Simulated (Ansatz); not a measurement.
The first iterations of a band of CH$_{2}$F$_{3}$Si (7 atoms, charge 1, multiplicity 1).

Level of theory: RKS BHLYP/def2-mTZVP in Ansatz.

| Quantity | Value |
| --- | --- |
| movable images | 2 |
| climbing image | no |
| spring | 5.0 eV/Å² |
| optimiser | quadratic models (default) |
| start path | IDPP |
| force threshold | 0.05 eV/Å |
| iteration limit | 60 |
| end points | relaxed |

Initial state:

```xyz
7
Properties=species:S:1:pos:R:3
F 0.156 -0.694 1.662
C 0.374 -0.666 0.368
F -0.106 -1.760 -0.190
F 1.669 -0.575 0.134
Si -0.493 0.865 -0.453
H -1.241 1.805 0.374
H -0.360 1.026 -1.896
```

Final state:

```xyz
7
Properties=species:S:1:pos:R:3
F 0.873 -0.346 1.497
C 0.358 -0.694 0.331
F -0.513 -1.661 0.500
F 1.318 -1.093 -0.479
Si -0.483 0.880 -0.434
H -1.923 0.894 -0.666
H 0.369 2.020 -0.749
```

| iteration | highest image above the first end (eV) | largest band force component (eV/Å) |
| --- | --- | --- |
| 1 | 0.062 | 0.953 |
| 2 | 0.003 | 0.187 |

Question: Does the band converge within its limit, and where does its top end?

Answer: It converged. It ended after 6 iterations with the highest image 0.000 eV above the first end. The highest image is an end point: on this band no image between the ends rises above it. So few images can step over the top or miss a turn of the path. Limits of this set-up: the dipole of an ion depends on the origin.

The run took 58 s on 2 threads of Arm Neoverse N1, with other jobs on the host, peak memory 0.2 GiB.
